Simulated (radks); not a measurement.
Results of a calculation; reference values are marked as such.
Species: the cerium ion Ce2+. Configuration: [Xe] 4f2. Code: a radial shooting solver on a logarithmic mesh with Libxc functionals. Model: Dirac Kohn-Sham, Slater X-alpha with alpha = 0.831, spin-unpolarised, spherical densities, finite nucleus; open shells fill j = l - 1/2 first; Fermi nuclear charge, rms radius 4.8771 fm.

Normalised radial functions P(r) = r R(r) (large component), r in bohr:

| r | 4d3/2 | 5p3/2 |
|---|---|---|
| 0.002291 | 0.0001 | 0.0022 |
| 0.003031 | 0.0002 | 0.0037 |
| 0.004011 | 0.0003 | 0.0063 |
| 0.005307 | 0.0007 | 0.0105 |
| 0.007022 | 0.0014 | 0.0172 |
| 0.009291 | 0.0029 | 0.0278 |
| 0.01229 | 0.0060 | 0.0439 |
| 0.01627 | 0.0124 | 0.0674 |
| 0.02152 | 0.0251 | 0.0992 |
| 0.02848 | 0.0494 | 0.1382 |
| 0.03768 | 0.0941 | 0.1778 |
| 0.04985 | 0.1707 | 0.2028 |
| 0.06596 | 0.2901 | 0.1891 |
| 0.08727 | 0.4520 | 0.1106 |
| 0.1155 | 0.6252 | -0.0379 |
| 0.1528 | 0.7289 | -0.2099 |
| 0.2022 | 0.6403 | -0.2966 |
| 0.2675 | 0.2621 | -0.1843 |
| 0.3511 | -0.3429 | 0.1096 |
| 0.4645 | -0.9721 | 0.4007 |
| 0.6146 | -1.2858 | 0.3951 |
| 0.8132 | -1.1466 | 0.0067 |
| 1.076 | -0.7305 | -0.5228 |
| 1.424 | -0.3306 | -0.8435 |
| 1.884 | -0.1014 | -0.8000 |
| 2.492 | -0.0194 | -0.5148 |
| 3.298 | -0.0020 | -0.2234 |
| 4.364 | -0.0001 | -0.0612 |
| 5.773 | 0.0000 | -0.0095 |

4d3/2: eigenvalue -122.36 eV, 1 radial node at r = 0.304 bohr, <r> = 0.737 bohr, 90 % of the charge inside 1.11 bohr. 5p3/2: eigenvalue -33.613 eV, 3 radial nodes at r = 0.108, 0.321, 0.816 bohr, <r> = 1.79 bohr, 90 % of the charge inside 2.61 bohr.
